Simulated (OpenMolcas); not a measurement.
# Ag2+ in SrO: curves along the breathing mode

Ag2+ with its 6 nearest oxide ions, on the Sr site of SrO (a = 5.1602 Å, distance in the model lattice 2.580 Å). The rest of the host is ab initio model potentials to 7.6 Å, with orthogonalisation functions on the cations behind the ligands, and point charges beyond; the distance is set by hand and nothing relaxes. Ligand basis ANO-RCC-VDZP.

```
Program             : OpenMolcas
Method              : SS-CASPT2, IPEA 0.25 Eh, imaginary shift 0.1 Eh (closed shells correlated: 4s 4p and the ligand valence shells)
Basis               : ANO-RCC-VDZP [6s5p3d1f]
Scalar Hamiltonian  : DKH2, point nucleus
Active space        : 9 electrons in 5 orbitals (4d)
State averaging     : 2S+1 = 2 even, 5 roots
Spin-orbit coupling : state interaction with AMFI integrals over the reference wave functions
```

Spin-free energies (labels of O, the rotations of Oh) in cm-1 above the lowest fitted minimum, as all ligands move together:

```
R (Å)     2E    2T2
2.252  11070  27700
2.305   5760  21720
2.358   2300  18030
2.411    460  16100
2.464     20  15710
2.517    830  17100
 2.57   2720  19570
```

Cubic fits give the following; the wavenumber is harmonic, with the mass of all moving ligands, small differences in it between states hang on the degree of the fit, a number in brackets counts states of one label, and the table is a selection of at most 14 states with clean curves.

```csv
State,R0 (Å),Breathing mode (cm-1),Minimum (cm-1)
2E,2.454,400,0
2T2,2.445,441,15720
```

The minimum of 2T2 is shifted by -0.0089 Å against 2E (from the unrounded fits). With M = 96.0 u for the moving shell, the Huang-Rhys factor in this mode is S = M ω ΔR² / 2ħ = 0.01483 × 96.0 × 400 × 0.0089² = 0.05. Only the first shell moves, against a rigid host.

Roots that are degenerate in the reference are averaged as groups; the widest CASPT2 spread within a group is 240 cm-1 (the 3-fold group of multiplicity 2 near 16800 cm-1 above the lowest state of its run, R = 2.57). Shifts and gaps below about the spread of the groups concerned are not significant. Over all roots computed the reference weight is 0.70 in R = 2.252, 0.70 in R = 2.305, 0.69 to 0.70 in R = 2.358, 0.69 to 0.70 in R = 2.411, 0.69 to 0.70 in R = 2.464, 0.69 in R = 2.517, 0.68 to 0.69 in R = 2.57; a low but even weight reflects the number of correlated electrons. An orbital doublet at a regular site is open to a Jahn-Teller distortion, which this geometry leaves out. Ligand-to-metal charge-transfer states are missing. With one d shell and no ligand orbital active, 10Dq can be off by a tenth or more. The least metal-like active orbital is 81 % on the metal (Löwdin) and no ligand orbital is active, so the numbers are rough (holds for R = 2.252). The least metal-like active orbital is 80 % on the metal (Löwdin) and no ligand orbital is active, so the numbers are rough (holds for R = 2.305; R = 2.358). The least metal-like active orbital is 79 % on the metal (Löwdin) and no ligand orbital is active, so the numbers are rough (holds for R = 2.411). The least metal-like active orbital is 78 % on the metal (Löwdin) and no ligand orbital is active, so the numbers are rough (holds for R = 2.464). The least metal-like active orbital is 76 % on the metal (Löwdin) and no ligand orbital is active, so the numbers are rough (holds for R = 2.517). The least metal-like active orbital is 73 % on the metal (Löwdin) and no ligand orbital is active, so the numbers are rough (holds for R = 2.57). No measured value stands beside these numbers.
